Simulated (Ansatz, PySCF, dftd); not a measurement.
System: SiPH5, charge 0, singlet. SiPH5 (silylphosphane, SMILES P[SiH3]).
B3LYP-D3(BJ)/def2-TZVP minimum from Ansatz (a program for electronic structure):
```
Si
H 1 1.4814
H 1 1.4814 2 109.01
H 1 1.4818 2 108.98 3 118.83
P 1 2.2675 2 107.93 4 124.18
H 5 1.4194 1 94.18 2 -74.13
H 5 1.4194 6 93.73 1 94.47
```

Quantity: enthalpy of formation at 298 K (by atomisation, with ideal-gas terms from PySCF's Hessian at B3LYP-D3(BJ)/def2-TZVP and the atoms' measured values of the G2/97 table; no spin-orbit terms), in kJ/mol. Open shells are spin-unrestricted; no spin-orbit coupling. Cores are frozen in correlated methods. Rows without X2C or -DK are non-relativistic. CBS(X,Y): correlation extrapolated as X^-3, Hartree-Fock from the larger set (Q,5: extrapolated as (X+1)exp(-9√X)). A bracket is a step between two methods taken in the basis named. The functionals are non-relativistic, so their misses hold any scalar relativity. Double hybrids freeze cores in their MP2 part. '+ core + X2C': CCSD(T) terms for core correlation (cc-pwCVTZ, 1s frozen past Ne) and scalar relativity (cc-pVTZ-DK). Where a partner has so few electrons that a lower coupled-cluster level is exact, that level stands in.

```json
[
 {"level": "r2SCAN-D4/def2-TZVPD", "program": "Ansatz + dftd4", "enthalpy of formation at 298 K (kJ/mol)": "31.6", "difference against the last row": "4.9"},
 {"level": "B2PLYP-D3(BJ)/def2-TZVPD", "program": "Ansatz + dftd3", "enthalpy of formation at 298 K (kJ/mol)": "50.1", "difference against the last row": "23.4"},
 {"level": "MP2/cc-pV(5+d)Z", "program": "Ansatz", "enthalpy of formation at 298 K (kJ/mol)": "73.9", "difference against the last row": "47.2"},
 {"level": "MP2/CBS(cc-pV(Q+d)Z,cc-pV(5+d)Z)", "program": "Ansatz", "enthalpy of formation at 298 K (kJ/mol)": "61.7", "difference against the last row": "35.0"},
 {"level": "CCSDT(Q)/cc-pV(D+d)Z", "program": "Ansatz", "enthalpy of formation at 298 K (kJ/mol)": "183.6", "difference against the last row": "156.9"},
 {"level": "CCSDT(Q)/cc-pV(T+d)Z", "program": "Ansatz", "enthalpy of formation at 298 K (kJ/mol)": "79.8", "difference against the last row": "53.1"},
 {"level": "CCSD(T)/CBS(cc-pV(Q+d)Z,cc-pV(5+d)Z) + [CCSDT(Q) - CCSD(T)]/cc-pV(T+d)Z + core + X2C", "program": "Ansatz", "enthalpy of formation at 298 K (kJ/mol)": "26.7", "difference against the last row": "0.0"}
]
```
